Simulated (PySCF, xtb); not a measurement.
C₆H₆O, SMILES C=C1C=CCC1=O.

GFN2-xTB in xtb at its own geometry gives an orbital gap of 2.81 eV and a dipole moment of 2.98 D.

Geometry: PBE-D3(BJ)/def2-SVP. One conformer was computed; it need not be the lowest.

**Question.** What does r2SCAN/def2-TZVP in PySCF give? (Estimate from the structure and the level; the computed values follow.)

**Answer.** gap 3.29 eV (levels -6.03 and -2.75 eV), dipole 2.95 D.
